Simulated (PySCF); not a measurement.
# How methods differ on the ionisation energy of Mo²⁺

Mo²⁺ [Kr] 4d4 (5D) → Mo³⁺ [Kr] 4d3 (4F), as a difference of total energies. Computed with PySCF 2.14 in aug-cc-pVTZ-DK, with scalar relativity by spin-free X2C-1e. Correlated levels: valence: [Kr] frozen. The calculations carry no spin-orbit coupling.

```
           method  ionisation energy (eV)
              UHF                  26.054
              LDA                  27.655
             PBE0                  27.320
           r2SCAN                  27.200
          r2SCANh                  27.192
          wB97M-V                  27.061
    MP2 (valence)                  26.583
SCS-MP2 (valence)                  26.230
```

Problem. Estimate what PBE gives.

Solution. 27.423 eV, closest to PBE0 among the rows shown.

Problem. Estimate what BP86 gives.

Solution. 27.429 eV, closest to PBE0 among the rows shown.

A first-order spin-orbit estimate (lowest level to lowest level, LS coupling) adds -0.072 eV.

Errors of the correlated levels include the incompleteness of this basis and the frozen core.

For comparison: 27.13 ± 0.12 eV (semi-empirical (NIST evaluation); NIST Atomic Spectra Database, ionization energies).
